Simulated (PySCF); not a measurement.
InO⁻: energy against distance

Set-up: In def2-TZVPPD with ECP28, O def2-TZVPPD; scalar-relativistic core potentials (PySCF 2.14). Energies in eV from In + O⁻ in their ground configurations at the same level. State: ¹Σ⁺ (singlet), closed shell.

Curves on a restricted Hartree–Fock reference rise too fast on stretching and do not dissociate correctly.

```tsv
R (Å)	B2PLYP	RHF-SCS-MP2
1.650	-2.925	-3.132
1.727	-3.771	-3.977
1.804	-4.249	-4.453
1.861	-4.435	-4.635
1.919	-4.513	-4.709
1.977	-4.511	-4.700
2.053	-4.419	-4.595
2.149	-4.210	-4.363
2.264	-3.886	-3.997
2.418	-3.408	-3.412
```

**Question.** Put a parabola through the three lowest points of the B2PLYP curve and estimate Re, k and ωe (reduced mass 14.04 u; 1 eV/Å² = 0.16022 mdyn/Å; ωe = 1302.8·√(k/μ) cm⁻¹).

**Answer.** Through R = 1.861, 1.919, 1.977 Å the second-order coefficient is 11.9 eV/Å², so Re ≈ 1.947 Å, k ≈ 3.81 mdyn/Å and ωe ≈ 679 cm⁻¹. A polynomial fit of higher order to the unrounded B2PLYP energies gives Re = 1.945 Å, k = 3.37 mdyn/Å, ωe = 639 cm⁻¹; anharmonicity and rounding make the difference.

The higher-order fit for each curve: B2PLYP: Re = 1.945 Å, ωe = 639 cm⁻¹, De = 4.52 eV; RHF-SCS-MP2: Re = 1.940 Å, ωe = 656 cm⁻¹, De = 4.71 eV.

Correlated steps freeze 5 core orbitals. Spin–orbit coupling is left out, which matters for elements this heavy, above all for dissociation energies. For an ion De counts to the pair picked by the measured ionisation energies or electron affinities, which need not be the lowest pair at this level. Where the molecule has an RHF reference, its open-shell atoms are computed with UHF. B2PLYP dipoles, levels and charges come from its SCF part alone.
